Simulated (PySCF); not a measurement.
# [Au(O2)2]− at several levels of theory

Computed with PySCF 2.14.0 (density fitting, no spin-orbit coupling) at the geometry relaxed with TPSS:

```xyz
5
[Au(O2)2]− (triplet)
Au   -0.0115    0.2694   -0.0002
O     0.2039    0.3108    2.0448
O    -0.4314   -0.6515    2.6985
O     0.3972   -0.6554   -2.6982
O    -0.2242    0.3168   -2.0449
```

```csv
level,basis,state,HOMO (eV),gap (eV),charge on Au1 (e),dipole about the centre of mass (D),largest force component (eV/Å)
TPSS,"Au def2-SVP with ECP60, O def2-SVP",triplet,0.52,1.05,0.01,1.40,0.02
HF,the same,triplet,-4.75,11.73,0.39,1.01,1.37
TPSS,"Au def2-TZVP with ECP60, O def2-TZVP",triplet,0.07,1.07,0.07,1.61,0.36
TPSS,"Au x2c-SVPall, O x2c-SVPall",triplet,0.46,1.02,-0.10,1.37,0.04
```

HOMO and gap are taken over both spins. Charges are Mulliken's, which hang on the basis. The relaxation used the grid (50, 194), these runs (75, 302) or, all-electron (x2c bases, spin-free X2C Hamiltonian), (99, 590).

Problem. A further run in the first row's basis gives HOMO (eV) -0.94, gap (eV) 3.82, charge on Au1 (e) 0.10, dipole about the centre of mass (D) 1.48, largest force component (eV/Å) 1.01. Which level was it?
A. wB97X
B. PBE0
C. TPSSh

Solution. B. The others give HOMO -3.27 eV (wB97X); -0.11 eV (TPSSh).

No frequency check is given that shows the relaxed geometry to be a minimum. Open shells may have lower solutions than the one found.

The highest filled level of some runs lies above zero, as often for anions with such functionals and bases.
